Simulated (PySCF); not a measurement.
Q: Write Cartesian coordinates for `[BH2][GeH2][CH3]` as optimised with PBE0-D3(BJ)/def2-SVP.

A: 
```
atom  x, y, z in Å
B1     1.9000   -0.2137   -0.0342
Ge2    0.0491    0.6405   -0.3353
C3    -1.3290   -0.6344    0.2611
H4     2.3936   -0.9412   -0.8638
H5     2.5011   -0.0519    1.0020
H6    -0.2158    0.9700   -1.8215
H7    -0.1373    1.9488    0.4657
H8    -1.2076   -0.8640    1.3292
H9    -1.2696   -1.5703   -0.3120
H10   -2.3237   -0.1921    0.1089
```

Any rigid rotation of these coordinates is as good. Atoms count from 1 in this order. B1 (three-coordinate boron) is planar (angles 121.1°, 121.1° and 117.8°, sum 359.9°, 0.02 Å off the plane of its three neighbours). Ge2 (germanium bonded to B, C and 2 H) is tetrahedral (angles from 107.3° to 112.6°).

Bonds between heavy atoms (Å): B1–Ge2 2.061, Ge2–C3 1.970.

The calculation used PBE0-D3(BJ)/def2-SVP geometry optimisation, gas phase (PySCF).

Point group: near Cs, missed by 0.08 Å at most; the miss may be what the optimiser left on a soft mode. No PBE0-D3(BJ)/def2-SVP frequencies stand behind this structure, so it isn't proved a minimum. The numbers are those of one conformer (H–B1–Ge2–C3 86° and -91°).

The run took 11 s on Arm Neoverse V2, one thread (shared host), and the process peaked at 0.39 GiB of memory. These figures are those of the optimisation.
